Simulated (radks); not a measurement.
Trend from Mg4+ to Ar4+: ionisation energy by Delta-SCF between NIST ground configurations, and size. Method: scalar-relativistic Kohn-Sham, LDA (Slater exchange, Perdew-Wang correlation), spin-polarised, spherical densities, finite nucleus; open shells are filled with parallel spins first; Fermi nuclear charge, rms radius of each element as measured or else 0.836 A^(1/3) + 0.57 fm; computed with a radial shooting solver on a logarithmic mesh with Libxc functionals.

species  configuration  configuration of the ion  IE (eV)  NIST (eV)       kind  outermost  <r> outermost (bohr)
Mg4+      [He] 2s2 2p4              [He] 2s2 2p3   141.00     141.33  semi-emp.         2s                 0.656
Al4+      [He] 2s2 2p5              [He] 2s2 2p4   154.37     153.83  semi-emp.         2s                 0.608
Si4+              [Ne]              [He] 2s2 2p5   167.17     166.77       exp.         2s                 0.566
P4+           [Ne] 3s1                      [Ne]   65.591     65.025       exp.         3s                  1.59
S4+           [Ne] 3s2                  [Ne] 3s1   72.679     72.595       exp.         3s                  1.46
Cl4+      [Ne] 3s2 3p1                  [Ne] 3s2   67.684       67.7  semi-emp.         3p                  1.44
Ar4+      [Ne] 3s2 3p2              [Ne] 3s2 3p1   74.866       74.8  semi-emp.         3p                  1.33

Reference values: NIST Atomic Spectra Database (exp. = measured, semi-emp. = semi-empirical, theory = theoretical value adopted there). Open shells are spherical and high-spin; term and fine-structure splittings are not resolved.
